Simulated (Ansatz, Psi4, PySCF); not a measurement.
C2H6Cl2Si, charge +1, doublet, geometry from GFN2-xTB (a state made from the parent by changing its charge; the spin is typed, not shown lowest). Base run: MP2/STO-3G in PySCF.

PySCF was given this input:
```python
from pyscf import gto, scf, mp

mol = gto.Mole()
mol.atom = '''
    C     1.283261   -1.618523   -0.182693
    Si   -0.012446   -0.164703    0.028780
    C    -1.500518   -1.256528    0.685078
    Cl    0.592757    1.105828    1.440244
    Cl   -0.461648    0.629193   -1.743421
    H     0.915584   -2.347456   -0.897582
    H     2.200611   -1.169917   -0.553674
    H     1.468960   -2.097307    0.773277
    H    -2.332876   -0.580396    0.859523
    H    -1.778363   -1.997143   -0.057813
    H    -1.224987   -1.746994    1.613045
'''
mol.basis = 'sto-3g'
mol.charge = 1
mol.spin = 1
mol.verbose = 4
mol.build()

mf = scf.UHF(mol)
mf.kernel()

pt = mp.MP2(mf)
pt.kernel()
print('E(MP2) = %.10f' % pt.e_tot)
```

The same geometry, method and basis name were run in Ansatz (an electronic-structure program) and Psi4 and PySCF, at each program's defaults and at the settings that a row names. The base is PySCF at its defaults. Differences at the defaults can come from grids, fitting, cores and function types together.

```tsv
code and settings	ΔE vs base (µEh)	basis functions	E (Eh)	SCF cycles
PySCF, defaults (exact integrals, spherical functions, all electrons correlated)	0.0	43	-1273.03835	12
Psi4, defaults (density fitting with its default set, spherical functions, all electrons correlated)	-955	43	-1273.03931	13
Ansatz, defaults (factorised integrals, spherical functions, frozen core)	5114	43	-1273.03324	-
PySCF, frozen core	5091	43	-1273.03326	12
Psi4, exact integrals, spherical functions, frozen core	5091	43	-1273.03326	13
Ansatz, high accuracy, frozen core	5091	43	-1273.03326	-
```

Open shells are given as the SCF converged; they aren't shown to be the lowest states, and a large step between rows can be another state.
